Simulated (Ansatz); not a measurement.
Stepwise reaction of `[O]=[W]([OH])([OH])([F])[Cl]` with hydrogen chloride, as a gas-phase model of exchange steps in deposition or etching. ΔE in kJ/mol; ΔG adds harmonic PBE0-D4 terms to CCSD(T)/CBS, at 1 bar.

Program: Ansatz. Geometries: PBE0-D4/def2-TZVP. ΔE: electronic, gas phase. CCSD(T)/CBS adds triple-zeta CCSD(T) − MP2 to the extrapolated MP2 energy (def2 sets, frozen cores). This one scheme is used for every species. DFT in def2-TZVPP. B3LYP here is the variant with VWN-RPA as its local correlation; programs differ in this. def2 core potentials past Kr. For W outer-core shells are correlated without core-valence functions, which leaves a few kJ/mol of doubt a bond. Each species was taken in one conformer, which may not be the lowest.

```csv
step,reaction,PBE-D4,B3LYP-D4,ωB97M-V,CCSD(T)/CBS,ΔG(600 K)
2,`[O]=[W]([OH])([F])([Cl])[Cl]` + HCl → `[O]=[W]([F])([Cl])([Cl])[Cl]` + H₂O,-12.4,-7.7,-3.3,-11.5,-4.0
```

**Question.** Give the row of step 1, `[O]=[W]([OH])([OH])([F])[Cl]` + HCl → `[O]=[W]([OH])([F])([Cl])[Cl]` + H₂O. (An estimate is asked.)

**Answer.** The calculation gave: 
```json
{"step": "1", "reaction": "`[O]=[W]([OH])([OH])([F])[Cl]` + HCl → `[O]=[W]([OH])([F])([Cl])[Cl]` + H₂O", "PBE-D4": "-11.3", "B3LYP-D4": "-5.9", "ωB97M-V": "-4.1", "CCSD(T)/CBS": "-10.3", "ΔG(600 K)": "-5.8"}
```

**Question.** By hand: ΔE of the 2 steps together at CCSD(T)/CBS.

**Answer.** (-10.3) + (-11.5) = -21.8 kJ/mol, or -10.9 kJ/mol a step.

In ΔE the steps differ by no more than 1.2 kJ/mol. All are downhill at CCSD(T)/CBS. ΔG lies between -5.8 and -4.0 kJ/mol a step. PBE-D4 differs from CCSD(T)/CBS by -1.0 to -0.9 kJ/mol a step. Only this route is followed, and other bonds may react first. Isolated molecules leave out the surface, adducts and barriers. Largest T1 diagnostic: 0.021.
